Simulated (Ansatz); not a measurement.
Ansatz (a program for electronic structure) input (RI-MP2/def2-QZVPPD):
A basis named .json is the Basis Set Exchange file of that set.

Ansatz 0.2 input:
```yaml
crystal:
  periodic: [false, false, false]
  atoms:
    - {symbol: Cd, position_ang: [-0.00000000, -0.00000000, -0.99187572]}
    - {symbol: Se, position_ang: [0.00000000, 0.00000000, 1.40029513]}
basis:
  gaussian:
    orbitals: def2-QZVPPD.json
    fitting: {mean_field: def2-universal-jkfit, correlation: def2-QZVPPD-RIFIT.json}
magnetization: {spin_polarized: false}
correlation: {method: mp2, electrons: outside_noble_gas}
```

Output:

```
Functional definition: HF
integrals: 0.17 GiB planned
521 factors; integrals over basis functions are off by at most 1.2e0 eV
566 factors; integrals over basis functions are off by at most 1.2e1 eV
mean field: 0.60 GiB planned
mean field evaluation 1: about -69842.6574 eV, gradient 2.4e1 eV
mean field evaluation 2: about -69843.3010 eV, gradient 2.5e1 eV
mean field evaluation 4: about -69844.5894 eV, gradient 8.8e-1 eV
mean field evaluation 8: about -69844.5926 eV, gradient 1.1e-6 eV
mean field evaluation 16: about -69842.9967 eV, gradient 6.5e0 eV
mean field -69844.59264730 eV, -2566.7414374229 hartree, gradient 1.1e-6 eV, S^2 0.000000; 3 other end points of the search recorded, 0 dependent functions left out; unrestricted orbitals would lower it
18 core orbitals not correlated
reference -69844.59264730 eV, -2566.7414374229 hartree; 9, 9 occupied and 159, 159 virtual orbitals, 566 factors
second order -17.57287386 eV of doubles, -0.00000000 eV of singles
Total energy: -69862.16552116 eV, -2567.3872286259 hartree
```
